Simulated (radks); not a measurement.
Cd II, 47 electrons, occupied as [Kr] 4d10 5s1.

Method: Dirac Kohn-Sham, PBE, spin-unpolarised, spherical densities, point nucleus; computed with a radial shooting solver on a logarithmic mesh with Libxc functionals.

Energy parts (hartree):
part                        energy
total                  -5595.69438
kinetic                 5867.90982
electron-nucleus      -13561.66929
Hartree                 2252.54541
exchange-correlation    -154.48033

Orbitals (lengths in bohr, moments of r in powers of bohr; <r^-3> diverges for s and p1/2):
| orbital | occ. | eigenvalue (hartree) | <r^-3> | <r^2> |
|---|---|---|---|---|
| 1s1/2 | 2 | -974.5341 | - | 0.001250 |
| 2s1/2 | 2 | -144.9144 | - | 0.02037 |
| 2p1/2 | 2 | -134.9256 | - | 0.01520 |
| 2p3/2 | 4 | -127.8526 | 3751 | 0.01652 |
| 3s1/2 | 2 | -27.27309 | - | 0.1468 |
| 3p1/2 | 2 | -23.27094 | - | 0.1420 |
| 3p3/2 | 4 | -22.00782 | 681.7 | 0.1509 |
| 3d3/2 | 4 | -14.92779 | 105.5 | 0.1318 |
| 3d5/2 | 6 | -14.67114 | 99.08 | 0.1344 |
| 4s1/2 | 2 | -4.21460 | - | 0.8765 |
| 4p1/2 | 2 | -2.93256 | - | 1.011 |
| 4p3/2 | 4 | -2.71878 | 115.2 | 1.079 |
| 4d3/2 | 4 | -0.76925 | 10.98 | 1.924 |
| 4d5/2 | 6 | -0.74335 | 10.15 | 1.984 |
| 5s1/2 | 1 | -0.47984 | - | 8.005 |

The highest occupied level is 5s1/2 at -13.057 eV. Summed over all electrons, <r^2> = 38.35 bohr^2, which gives a Langevin (diamagnetic) susceptibility term of -30.4 x 10^-6 cm^3/mol.
